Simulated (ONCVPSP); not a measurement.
**Which change was made? (Ag, ONCV)**

```json
{
 "Element": "silver",
 "Generator": "ONCVPSP 4.0.1",
 "Type": "optimised norm-conserving Vanderbilt (ONCV)",
 "Functional": "PBEsol",
 "Relativity": "scalar-relativistic",
 "Frozen core": "[Ar] 3d10",
 "Valence charge": "19",
 "Reference configuration": "4s2 4p6 4d10 (charge +1)",
 "Partial waves": "4s: rc 1.55 bohr, ncon 3, nbas 7, qcut 7.5 1/bohr, 2 projectors, debl 2.6 Ha; 4p: rc 1.60 bohr, ncon 3, nbas 6, qcut 9.8 1/bohr, 1 projector; 4d: rc 1.70 bohr, ncon 4, nbas 9, qcut 8.1 1/bohr, 2 projectors, debl 2.5 Ha",
 "Local potential": "polynomial inside 1.00 bohr (lpopt 5, dvloc0 -1 Ha)",
 "Core correction": "none"
}
```

In the s channel the program set the typed energies aside and used -3.792, 0.250 Ha.

Cutoffs, loose and tight: the cutoffs (Ha) at which the residual kinetic energy of the hardest occupied pseudo-wave falls to 1 and 0.1 mHa per electron. They do not see the model core or the augmentation charge, which bear on the density cutoff. Test errors are all-electron minus pseudo excitation energies from the reference, over the configurations 4s2 4p6 4d10 5s1; 4s2 4p6 4d9; 4s2 4p6 4d8; 4s2 4p6 4d9 5s2; variants that change the core or the reference have their own tests.

The base gives: outcome: generated, projector energies reset by the program; cutoff, loose: 26 Ha; cutoff, tight: 30 Ha; bound ghosts: none; GHOST(+) flags above zero: s; largest test error (meV): +17.

Question: After one change the result is: outcome: generated, projector energies reset by the program; cutoff, loose: 26 Ha; cutoff, tight: 30 Ha; bound ghosts: none; GHOST(+) flags above zero: s; largest test error (meV): +24. Which change was it?
A. all radii scaled by about 1.16 (s 1.80, p 1.86, d 1.98 bohr); local potential polynomial inside 1.16 bohr (lpopt 5, dvloc0 -1 Ha)
B. d: rc 2.36
C. fully relativistic
D. reference 4s2 4p6 4d10 5s1; waves 4s+5s: rc 1.55 bohr, ncon 3, nbas 7, qcut 7.5 1/bohr, 2 projectors; 4p: rc 1.55 bohr, ncon 3, nbas 6, qcut 10.1 1/bohr, 1 projector

Answer: C. The others give: d: rc 2.36 → outcome: generated, projector energies reset by the program; cutoff, loose: 21 Ha; cutoff, tight: 28 Ha; bound ghosts: none; GHOST(+) flags above zero: s; largest test error (meV): +151 | all radii scaled by about 1.16 (s 1.80, p 1.86, d 1.98 bohr); local potential polynomial inside 1.16 bohr (lpopt 5, dvloc0 -1 Ha) → outcome: generated, projector energies reset by the program; cutoff, loose: 23 Ha; cutoff, tight: 27 Ha; bound ghosts: none; GHOST(+) flags above zero: s; largest test error (meV): +53 | reference 4s2 4p6 4d10 5s1; waves 4s+5s: rc 1.55 bohr, ncon 3, nbas 7, qcut 7.5 1/bohr, 2 projectors; 4p: rc 1.55 bohr, ncon 3, nbas 6, qcut 10.1 1/bohr, 1 projector → outcome: generated; cutoff, loose: 26 Ha; cutoff, tight: 34 Ha; bound ghosts: none; GHOST(+) flags above zero: none; largest test error (meV): +7.9.
